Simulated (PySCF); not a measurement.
Compound: C₃H₅BO₂.
InChI=1S/C3H5BO2/c1-3-4(5)6-2/h1,5H,2H3

Torsions of this conformer, `[CH:1]#[C:2][B:3]([OH:4])[O:5][CH3:6]`: C2–B3–O5–C6 0°, H–O4–B3–C2 180°.

The closed-shell ground state was solved at several levels (PySCF, density fitting, gas phase, non-relativistic). One conformer (not necessarily the lowest) at the PBE0-D3(BJ)/def2-SVP geometry, without solvent, vibrations or thermal averaging.

```
         level  basis functions  total energy (Eh)  HOMO (eV)  LUMO (eV)  gap (eV)  dipole (D)
   B3LYP/pcJ-1              212          -292.6869      -7.94      -0.63      7.31        1.95
 PBE0/pcSseg-1              127          -292.2942      -8.22      -0.44      7.78        1.95
B3LYP/pcSseg-2              286          -292.7984      -7.99      -0.77      7.22        1.84
```

Task: Estimate the row for CAM-B3LYP/def2-SVPD, a basis of 166 functions; the other rows only guide the guess.

Result: Total energy -292.3366 Eh, HOMO -9.66 eV, LUMO 0.57 eV, gap 10.23 eV, dipole 1.87 D.

Task: Over all these levels, which gives the widest orbital gap and which the narrowest?

Result: CAM-B3LYP/def2-SVPD (range-separated hybrid) has the widest, 10.23 eV, and B3LYP/pcSseg-2 (global hybrid, 20 % exact exchange) the narrowest, 7.22 eV. Functional and basis both differ between the two, so the spread mixes both effects.

Task: How far do the dipole and the HOMO energy spread over the levels?

Result: The dipole runs from 1.84 to 1.95 D (mean 1.90 D) and the HOMO from -9.66 to -7.94 eV.
